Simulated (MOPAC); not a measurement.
MOPAC input (PM6):

```
PM6 PRECISE GNORM=0.05 LET XYZ UHF MS=0.5 GEO-OK AUX(PRECISION=9) THREADS=1
CH6ClSi2

C     2.40468100 1   -0.50037900 1    0.12151900 1
Si    1.08612300 1    0.40334800 1    1.11755800 1
Si   -1.08388900 1   -0.14973400 1    0.46858500 1
Cl   -1.18819200 1    0.12483600 1   -1.59375300 1
H     3.39912100 1   -0.11307000 1    0.34795700 1
H     2.22174000 1   -0.38075700 1   -0.94677000 1
H     2.39586200 1   -1.56888700 1    0.35336100 1
H     1.28415800 1    0.21967700 1    2.58280200 1
H    -2.09043400 1    0.73230700 1    1.09963700 1
H    -1.47053600 1   -1.55979800 1    0.72171800 1
```

From the output:

```
                                                       MOPAC v23.2.5 Linux

          FINAL HEAT OF FORMATION =        -15.29252 KCAL/MOL =     -63.98390 KJ/MOL

          COSMO AREA              =        144.13 SQUARE ANGSTROMS
          COSMO VOLUME            =        138.48 CUBIC ANGSTROMS

          GRADIENT NORM           =          0.04963          =       0.01569 PER ATOM
          IONIZATION POTENTIAL    =          7.168125 EV
          ALPHA SOMO LUMO (EV)    =         -7.168 -0.626
          BETA  SOMO LUMO (EV)    =         -9.092 -1.921
          NO. OF ALPHA ELECTRONS  =         13
          NO. OF BETA  ELECTRONS  =         12
          MOLECULAR WEIGHT        =        109.6824         POINT GROUP:  C1

          MOLECULAR DIMENSIONS (Angstroms)

            Atom       Atom       Distance
            H     5   Cl     4     5.91946
            H     9    H     6     3.73401
            H     8    H    10     3.51666

          SCF CALCULATIONS        =       1642

   ATOM   CHEMICAL          X               Y               Z
  NUMBER   SYMBOL      (ANGSTROMS)     (ANGSTROMS)     (ANGSTROMS)

     1       C          2.68057879  *  -0.58042462  *   0.51121551  *
     2      Si          1.00409988  *   0.16359097  *   0.80217734  *
     3      Si         -0.87207559  *  -0.22301530  *   0.32515142  *
     4      Cl         -1.77628374  *   0.26524596  *  -1.49908894  *
     5       H          3.30436316  *  -0.57486603  *   1.42002359  *
     6       H          3.24937018  *  -0.03024610  *  -0.25757806  *
     7       H          2.63376792  *  -1.62785818  *   0.17221348  *
     8       H          1.14716260  *   1.54333984  *   1.38682704  *
     9       H         -1.41774747  *   0.72810600  *   1.35432724  *
    10       H         -1.32666878  *  -1.61297535  *   0.59816155  *

                             CARTESIAN COORDINATES

   1    C        2.680578793    -0.580424615     0.511215506
   2   Si        1.004099882     0.163590966     0.802177341
   3   Si       -0.872075593    -0.223015302     0.325151415
   4   Cl       -1.776283737     0.265245956    -1.499088941
   5    H        3.304363163    -0.574866029     1.420023587
   6    H        3.249370178    -0.030246103    -0.257578062
   7    H        2.633767916    -1.627858181     0.172213484
   8    H        1.147162604     1.543339840     1.386827036
   9    H       -1.417747473     0.728105999     1.354327244
  10    H       -1.326668780    -1.612975346     0.598161549

           Empirical Formula: C H6 Si2 Cl  =    10 atoms

      MOLECULAR POINT GROUP   :   C1

          ALPHA EIGENVALUES
 -26.29287 -25.21546 -20.46867 -16.17691 -14.14875 -14.14381 -12.68435 -12.53860
 -11.59062 -11.39685 -10.51503  -9.26983  -7.16813  -0.62646  -0.39609  -0.05797
   0.63494   0.88861   1.05309   1.31871   1.50118   1.78142   2.18062   2.85310
   2.99877   3.52073   4.17554   4.40189   4.61737   5.45426   5.51656   6.75349
  90.84519  90.95736  90.97884  91.36359  91.36370

           BETA EIGENVALUES
 -26.00253 -25.14706 -20.14965 -15.95772 -14.12807 -14.08310 -12.56107 -12.49018
 -11.53697 -11.38393 -10.50328  -9.09238  -1.92089  -0.50405  -0.14210   0.28072
   0.72729   0.93839   1.19969   1.35863   1.64283   1.87701   2.27849   2.94017
   3.09658   3.69122   4.16274   4.41267   4.61708   5.46555   5.52031   6.75872
  90.93698  91.03296  91.05039  91.38385  91.38397

              NET ATOMIC CHARGES AND DIPOLE CONTRIBUTIONS

  ATOM NO.   TYPE          CHARGE      No. of ELECS.   s-Pop       p-Pop       d-Pop
    1          C          -0.856954        4.8570     1.09116     3.76580
    2         Si           0.292185        3.7078     1.29006     1.95543     0.46232
    3         Si           0.258509        3.7415     1.16444     1.88433     0.69272
    4         Cl          -0.301848        7.3018     1.99447     5.30556     0.00181
    5          H           0.206485        0.7935     0.79352
    6          H           0.207273        0.7927     0.79273
    7          H           0.207759        0.7922     0.79224
    8          H           0.002275        0.9977     0.99772
    9          H           0.003946        0.9961     0.99605
   10          H          -0.019630        1.0196     1.01963
 DIPOLE           X         Y         Z       TOTAL
 POINT-CHG.     1.119    -0.085     2.907     3.116
 HYBRID         1.858    -0.241    -1.134     2.190
 SUM            2.977    -0.326     1.773     3.481

          ATOMIC ORBITAL ELECTRON POPULATIONS

     Atom    s        px        py        pz      x^2-y^2     xz        z^2       yz        xy
    1  C   1.09116   1.32780   1.23237   1.20563
    2 Si   1.29006   0.61361   0.72331   0.61851   0.15038   0.13000   0.02530   0.04608   0.11057
    3 Si   1.16444   0.59533   0.72235   0.56665   0.16232   0.16186   0.14166   0.14990   0.07699
    4 Cl   1.99447   1.82076   1.89195   1.59285   0.00013   0.00057   0.00065   0.00039   0.00007
    5  H   0.79352
    6  H   0.79273
    7  H   0.79224
    8  H   0.99772
    9  H   0.99605
   10  H   1.01963

                    (SZ)    =    0.500000
                    (S**2)  =    0.753356

          ATOMIC ORBITAL SPIN POPULATIONS

    Atom   Total    s     px     py     pz   x^2-y^2  xz     z^2    yz     xy
         Atomic
    1  C  0.0037 -0.000 -0.001 -0.001  0.006
    2 Si  0.7016  0.039  0.015  0.139  0.392  0.001  0.080  0.003  0.005  0.029
    3 Si  0.2521  0.023 -0.010  0.028  0.089 -0.004  0.075  0.028  0.002  0.021
    4 Cl  0.0639  0.000  0.035  0.000  0.029  0.000 -0.000 -0.000 -0.000 -0.000
    5  H  0.0014  0.001
    6  H  0.0046  0.005
    7  H  0.0000  0.000
    8  H -0.0120 -0.012
    9  H -0.0093 -0.009
   10  H -0.0061 -0.006

 **********************
 *                    *
 * JOB ENDED NORMALLY *
 *                    *
 **********************

 == MOPAC DONE ==
```

The geometry given is a B3LYP-D3(BJ)/def2-TZVP minimum.
